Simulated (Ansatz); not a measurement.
**Molecular dynamics of F3GeH**

Input:

```yaml
crystal:
  periodic: [false, false, false]
  atoms:
    - { symbol: Ge, position_ang: [0.093066, -0.073122, -0.055313] }
    - { symbol: F, position_ang: [-0.115796, 0.352665, 1.56075] }
    - { symbol: H, position_ang: [1.373084, 0.34585, -0.557122] }
    - { symbol: F, position_ang: [-1.229472, 0.65784, -0.863762] }
    - { symbol: F, position_ang: [-0.145021, -1.745247, -0.284791] }
basis:
  gaussian: { orbitals: def2-SVP }
hamiltonian:
  xc: hf
md:
  timestep: 0.5
  n_steps: 250
  ensemble: nve_milne
  temperature: 2000.0
  initial_velocities: maxwell_boltzmann
  seed: 72188
```

Launched with:

```bash
$ ansatz run input.yaml --threads 1 --pin off --max-ram 2048MiB --backend cpu --events-out ev --progress --plain --runs-dir out
```

It goes on from the last frame of an earlier run, with new velocities.

Output, in part (one step line in 9, the closing report, with atoms numbered from 0):

```
md step     0: t =     0.00 fs  T =  2000.0 K  F+E_penalty+E_count = -64596.15400879 eV  E_kin = 0.775560 eV  conserved = -64595.37844880 eV  (32 SCF iters)
md step     9: t =     4.50 fs  T =  1599.8 K  F+E_penalty+E_count = -64595.99809771 eV  E_kin = 0.620372 eV  conserved = -64595.37772547 eV  (32 SCF iters)
md step    18: t =     9.00 fs  T =   159.7 K  F+E_penalty+E_count = -64595.43985298 eV  E_kin = 0.061922 eV  conserved = -64595.37793082 eV  (32 SCF iters)
md step    27: t =    13.50 fs  T =  1186.4 K  F+E_penalty+E_count = -64595.83825897 eV  E_kin = 0.460050 eV  conserved = -64595.37820871 eV  (31 SCF iters)
md step    36: t =    18.00 fs  T =  1857.8 K  F+E_penalty+E_count = -64596.09818077 eV  E_kin = 0.720405 eV  conserved = -64595.37777619 eV  (32 SCF iters)
md step    45: t =    22.50 fs  T =  1162.4 K  F+E_penalty+E_count = -64595.82863506 eV  E_kin = 0.450751 eV  conserved = -64595.37788414 eV  (33 SCF iters)
md step    54: t =    27.00 fs  T =  1308.1 K  F+E_penalty+E_count = -64595.88549360 eV  E_kin = 0.507250 eV  conserved = -64595.37824333 eV  (34 SCF iters)
md step    63: t =    31.50 fs  T =   326.1 K  F+E_penalty+E_count = -64595.50438419 eV  E_kin = 0.126439 eV  conserved = -64595.37794546 eV  (35 SCF iters)
md step    72: t =    36.00 fs  T =   670.4 K  F+E_penalty+E_count = -64595.63774032 eV  E_kin = 0.259968 eV  conserved = -64595.37777277 eV  (35 SCF iters)
md step    81: t =    40.50 fs  T =  1694.9 K  F+E_penalty+E_count = -64596.03535841 eV  E_kin = 0.657235 eV  conserved = -64595.37812388 eV  (34 SCF iters)
md step    90: t =    45.00 fs  T =  1317.7 K  F+E_penalty+E_count = -64595.88905562 eV  E_kin = 0.510994 eV  conserved = -64595.37806114 eV  (33 SCF iters)
md step    99: t =    49.50 fs  T =   823.2 K  F+E_penalty+E_count = -64595.69702253 eV  E_kin = 0.319228 eV  conserved = -64595.37779413 eV  (32 SCF iters)
md step   108: t =    54.00 fs  T =   453.2 K  F+E_penalty+E_count = -64595.55383567 eV  E_kin = 0.175757 eV  conserved = -64595.37807902 eV  (32 SCF iters)
md step   117: t =    58.50 fs  T =   889.7 K  F+E_penalty+E_count = -64595.72313253 eV  E_kin = 0.345018 eV  conserved = -64595.37811430 eV  (32 SCF iters)
md step   126: t =    63.00 fs  T =  1907.3 K  F+E_penalty+E_count = -64596.11738468 eV  E_kin = 0.739604 eV  conserved = -64595.37778107 eV  (32 SCF iters)
md step   135: t =    67.50 fs  T =  1018.5 K  F+E_penalty+E_count = -64595.77297862 eV  E_kin = 0.394938 eV  conserved = -64595.37804039 eV  (34 SCF iters)
md step   144: t =    72.00 fs  T =   558.1 K  F+E_penalty+E_count = -64595.59459206 eV  E_kin = 0.216412 eV  conserved = -64595.37817971 eV  (35 SCF iters)
md step   153: t =    76.50 fs  T =   979.1 K  F+E_penalty+E_count = -64595.75748721 eV  E_kin = 0.379689 eV  conserved = -64595.37779789 eV  (34 SCF iters)
md step   162: t =    81.00 fs  T =   798.2 K  F+E_penalty+E_count = -64595.68748091 eV  E_kin = 0.309544 eV  conserved = -64595.37793666 eV  (35 SCF iters)
md step   171: t =    85.50 fs  T =  2016.4 K  F+E_penalty+E_count = -64596.16000003 eV  E_kin = 0.781915 eV  conserved = -64595.37808536 eV  (32 SCF iters)
md step   180: t =    90.00 fs  T =  1692.9 K  F+E_penalty+E_count = -64596.03432707 eV  E_kin = 0.656468 eV  conserved = -64595.37785957 eV  (51 SCF iters)
md step   189: t =    94.50 fs  T =   174.4 K  F+E_penalty+E_count = -64595.44557483 eV  E_kin = 0.067641 eV  conserved = -64595.37793415 eV  (33 SCF iters)
md step   198: t =    99.00 fs  T =  1120.3 K  F+E_penalty+E_count = -64595.81249546 eV  E_kin = 0.434447 eV  conserved = -64595.37804862 eV  (31 SCF iters)
md step   207: t =   103.50 fs  T =  1837.0 K  F+E_penalty+E_count = -64596.09030419 eV  E_kin = 0.712349 eV  conserved = -64595.37795506 eV  (33 SCF iters)
md step   216: t =   108.00 fs  T =  1151.3 K  F+E_penalty+E_count = -64595.82439456 eV  E_kin = 0.446458 eV  conserved = -64595.37793690 eV  (34 SCF iters)
md step   225: t =   112.50 fs  T =  1325.5 K  F+E_penalty+E_count = -64595.89199808 eV  E_kin = 0.514003 eV  conserved = -64595.37799505 eV  (34 SCF iters)
md step   234: t =   117.00 fs  T =   280.0 K  F+E_penalty+E_count = -64595.48664865 eV  E_kin = 0.108582 eV  conserved = -64595.37806699 eV  (34 SCF iters)
md step   243: t =   121.50 fs  T =   584.9 K  F+E_penalty+E_count = -64595.60476734 eV  E_kin = 0.226816 eV  conserved = -64595.37795101 eV  (34 SCF iters)
md step   250: t =   125.00 fs  T =  1232.9 K  F+E_penalty+E_count = -64595.85595971 eV  E_kin = 0.478089 eV  conserved = -64595.37787116 eV  (53 SCF iters)
Total energy: -64595.85595971 eV, -2373.8539218755 hartree
Atom 0 at     0.086878    -0.084130    -0.060125 Å, force     0.861071     1.491148    -0.020922 eV/Å
Atom 1 at    -0.104154     0.390566     1.594908 Å, force    -0.096062    -0.766387    -1.061845 eV/Å
Atom 2 at     1.580167     0.525929    -0.438299 Å, force    -2.196793    -1.111809     0.173874 eV/Å
Atom 3 at    -1.248925     0.683144    -0.868073 Å, force     1.265608    -0.800295     0.588215 eV/Å
Atom 4 at    -0.124540    -1.775922    -0.302547 Å, force     0.166177     1.187343     0.320677 eV/Å
Dipole moment:     0.507315     0.065437    -0.198588 e Å
```

All steps were run. The conserved energy stayed within 0.21 meV per atom of its start (net change 0.12 meV per atom), so the integration is sound. Over the second half the temperature averaged 0.53 of the 2000 K drawn at the start: a run that starts near a minimum puts about half its kinetic energy into the potential. A run of 0.12 ps of so small a system gives no equilibrium averages.

The same pairs are bonded in the first frame and the last. Pairs count as bonded within 1.25 times the sum of covalent radii (0.12 Å more for H–H).

Last frame:

```xyz
5
Properties=species:S:1:pos:R:3
Ge 0.087 -0.084 -0.060
F -0.104 0.391 1.595
H 1.580 0.526 -0.438
F -1.249 0.683 -0.868
F -0.124 -1.776 -0.302
```

The run took 5.6 min on 1 thread of Arm Neoverse V1, with other jobs on the host, peak memory 0.15 GiB.
